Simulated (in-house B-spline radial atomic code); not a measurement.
K. Computed with a B-spline radial atomic code. Model: non-relativistic spherical atom: semilocal Troullier-Martins pseudo-atom, one channel per l, against all electrons, high spin, G0W0 and RPA with empty states to l = 8, local potential for every l without a channel, a model core (radius 0 = none) keeps its share of the functional.

What the tables leave out is listed at the end.

The pseudopotential gives back the lowest level of each angular momentum of its own functional in the configuration it was made in; a second state of the same l is only approximately right. Exact exchange, RPA and GW see the smooth pseudo-orbitals and miss the exchange with the core, for which the functional's share stands in. The column with an uncorrelated core keeps all orbitals and exact exchange, and so separates missing core correlation from pseudisation. Only the three outermost levels and the lowest empty one were computed. RPA here is direct RPA, with no exchange kernel, and its energies carry an (l + 1/2)⁻⁴ tail. A hybrid on a potential with a model core restores only its own semilocal share of the core's exchange.

Command:
```bash
python run_psgw.py task.json out
```
Settings (lengths in bohr, energies in hartree):
```
Z                      19
electrons              19
configuration          [Ar] 4s1
generated_in           [Ar] 4s1
functional             pbe,pbe
core_shells            4
radius_factor          1.3
core_correction        False
ion_configuration      [Ne] 3s2 3p6
```

Cost of the run: 48 s on 1 thread of Arm Neoverse N1, with other jobs on the host.

Given: made with PBE; model core radius 0 bohr; local radius 1.79 bohr; mean-field start PBE0.

Valence shells of the generating configuration: 3p, 4s.

Channel: s 3.4, p 1.506 (radii in bohr).

Computed: largest level miss in the spin-unpolarised generating configuration 0 eV; valence RPA correlation energy all-electron orbitals -0.3108 hartree; valence RPA correlation energy pseudo -0.37991 hartree; all-electron RPA polarisability, core included 131.32 bohr³; pseudo-atom RPA polarisability 121.28 bohr³; ionisation by RPA all-electron 4.6574 eV; ionisation by RPA pseudo minus all 0.205 eV.

| level | occupied | mean-field all-electron (eV) | mean-field pseudo minus all (eV) | G0W0 all-electron (eV) | G0W0 uncorrelated core minus all (eV) | G0W0 pseudo minus all (eV) | exchange self-energy all-electron (eV) | exchange self-energy pseudo (eV) |
| --- | --- | --- | --- | --- | --- | --- | --- | --- |
| 4s up | 1 | -2.9886 | -0.065 | -4.5761 | 0.005 | -0.163 | -5.6377 | -5.7531 |
| 4s down (empty) | 0 | -1.0057 | -0.048 | -0.36394 | 0.007 | -0.063 | -0.76724 | -0.74009 |

Q: What is the ionisation by mean-field all-electron?

A: 4.3765 eV.

Q: What is the ionisation by mean-field pseudo minus all?

A: 0.096 eV.

Given: mean-field start Hartree-Fock.

Computed: valence RPA correlation energy all-electron orbitals -0.25165 hartree; valence RPA correlation energy pseudo -0.32873 hartree; all-electron RPA polarisability, core included 95.41 bohr³; pseudo-atom RPA polarisability 69.815 bohr³; ionisation by mean-field all-electron 4.008 eV; ionisation by RPA all-electron 4.4549 eV.

```tsv
level	occupied	mean-field all-electron (eV)	mean-field pseudo minus all (eV)	G0W0 all-electron (eV)	G0W0 uncorrelated core minus all (eV)	G0W0 pseudo minus all (eV)	exchange self-energy all-electron (eV)	exchange self-energy pseudo (eV)
4s up	1	-4.0178	-0.424	-4.5289	0.006	-0.275	-5.2541	-6.0946
3p down	1	-25.945	2.505	-25.777	-0.31	1.743	-27.556	-20.476
3p up	1	-25.991	2.397	-25.819	-0.311	1.729	-27.537	-20.493
```

Q: What is the ionisation by mean-field pseudo minus all?

A: 0.396 eV.

Q: What is the ionisation by RPA pseudo minus all?

A: 0.25 eV.

Among the listed levels the largest G0W0 shift of the pseudo-atom is +1.74 eV, for 3p down on the Hartree-Fock start, while leaving the core uncorrelated moves that level by -0.31 eV. So pseudisation and the lost core exchange, not the missing core correlation, make the error. Not in the tables (levels of low weight, unsolved or above zero; the highest and the empty levels are kept at any weight): on PBE, a start not tabulated, the G0W0 levels 4s up (pseudo minus all -0.09 eV, weights 0.56 and 0.61), 3p down (pseudo minus all +0.96 eV, weights 0.09 and 0.09), 3p up (pseudo minus all +0.97 eV, weights 0.09 and 0.09), 4s down (pseudo minus all -0.13 eV, weights 0.74 and 0.72); on PBE0 the G0W0 levels 3p down (pseudo minus all +1.80 eV, weights 0.44 and 0.08), 3p up (pseudo minus all +1.78 eV, weights 0.43 and 0.08).
